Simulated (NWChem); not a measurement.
# BaBr$_{2}$; SMILES [Br][Ba][Br]

Computed with NWChem. Structure relaxed at the PBE0/def2-SVP level. def2 effective core potentials on Ba; no spin-orbit coupling.

Task: Predict the results for RPBE/def2-SVP. Quantities: highest occupied level (eV); orbital gap (eV); dipole (D).

Result: 
```yaml
highest occupied level (eV): -5.88
orbital gap (eV): 3.10
dipole (D): 6.28
```
